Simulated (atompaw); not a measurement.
S: one change to a PAW (atompaw) potential, before and after

sulfur, PAW, made with atompaw 4.2.0.5 (PBE, non-relativistic). Core [Ne], reference 3s2 3p2 (charge +2). Waves: 3s (bound): rc 1.25 bohr; 3s channel at -1.5 Ry: rc 1.25 bohr; 3p (bound): rc 1.25 bohr; 3p channel at 1.8 Ry: rc 1.25 bohr. Local part: bessel scheme, radius 1.20 bohr. Core correction: smooth core density matched at 1.20 bohr. Augmentation charge: sinc compensation charge, radius 1.20 bohr; PAW radius 1.25 bohr; waves and projectors: custom rrkj gramschmidtortho.

Change: wave 3p (bound): rc 1.25 bohr becomes 3p (bound): rc 1.22 bohr.

Cutoffs: the cutoffs (Ry, on a coarse ladder) from which the occupation-weighted sum of valence levels, in a spherical-Bessel basis at the reference potential, stays within 10 and 1 mRy of its value at 400 Ry; they do not see the model core or the augmentation charge, which bear on the density cutoff.

Q: What does the change do?

A: The potential gets harder (25 Ry and 50 Ry → 25 Ry and 60 Ry); a bound ghost appears in p, which as a rule spoils a file.

| quantity | base | changed |
| --- | --- | --- |
| cutoff, loose | 25 Ry | 25 Ry |
| cutoff, tight | 50 Ry | 60 Ry |
| bound ghosts | none | p |
| s: phases at 1.25 bohr within 0.05 rad from the reference energy up to (Ry; the scan ends near 5) | 3.8 | 3.8 |
| p: phases at 1.25 bohr within 0.05 rad from the reference energy up to (Ry; the scan ends near 5) | to the end of the scan | to the end of the scan |
| lowest overlap eigenvalue by channel | s 0.53, p 0.73 | s 0.53, p 0.58 |

 A true bound ghost makes a file unfit for plane-wave use even where its test errors are small: the radial tests pick states by their node count and pass the ghost by. The cutoffs see the waves, projectors and local potential, not the compensation charge or the core.
